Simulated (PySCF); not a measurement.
**UHF on Br⁺ (bromine, charge +1)**

Configuration: [Ar] 3d10 4s2 4p4, high-spin 3P determinant. Computed with PySCF 2.14 in def2-TZVPPD (7s6p5d1f, 57 functions), with no relativity, point nucleus.

- Total energy: -2572.003048 hartree
- One-electron energy: -3567.8388 hartree
- Hartree (Coulomb) energy: 1085.2339 hartree
- Exchange energy: -89.3982 hartree
- Kinetic energy: 2571.92605 hartree
- ⟨S²⟩: 2.0092
- ⟨L²⟩: 2.034
- Sum of ⟨r⟩: 23.11 bohr
- Sum of ⟨r²⟩: 31.93 bohr²
- Traceless quadrupole moment −½Σ⟨3z² − r²⟩ along its main axis: -1.85 e·bohr²
- Density at the nucleus (Gaussians lack the cusp): 28800 bohr⁻³
- Spin density at the nucleus: -0.121 bohr⁻³
- Langevin diamagnetic susceptibility: -25.3 ×10⁻⁶ cm³/mol

```csv
shell,electrons,mean orbital energy (eV),spread (eV),"rms radius, mean of both spins (bohr)"
1s α,1,-13346.5,0,0.0505
1s β,1,-13346.3,0,0.0505
2s α,1,-1785.4,0,0.210
2s β,1,-1785.3,0,0.210
2p α,3,-1604.6,0.232,0.185
2p β,3,-1604.4,0.084,0.185
3s α,1,-279.99,0,0.598
3s β,1,-279.50,0,0.598
3p α,3,-214.91,0.714,0.612
3p β,3,-214.25,0.101,0.612
3d α,5,-98.877,0.663,0.647
3d β,5,-98.541,0.351,0.647
4s α,1,-39.738,0,1.81
4s β,1,-33.645,0,1.81
4p α,3,-23.537,1.979,2.12
4p β,1,-21.095,0,2.12
```

Spin-orbit constants ζ (cm⁻¹) from the X2C one-electron operator on these orbitals (non-relativistic here): bare nucleus, nucleus screened by l(l+1)(2l+1)/3 electrons, and screened by the Breit-Pauli mean field of the electrons.

```json
{"shell": "2p", "bare": "243600", "screened nucleus": "229700", "mean field": "223000"}
{"shell": "3p", "bare": "34770", "screened nucleus": "32780", "mean field": "31610"}
{"shell": "3d", "bare": "4657", "screened nucleus": "3326", "mean field": "3113"}
{"shell": "4p", "bare": "2757", "screened nucleus": "2600", "mean field": "2491"}
```

To first order the Landé constant is A = -1246 cm⁻¹, so the lowest level has J = 2 and lies 0.154 eV below the centre of the term. This holds in LS coupling only.
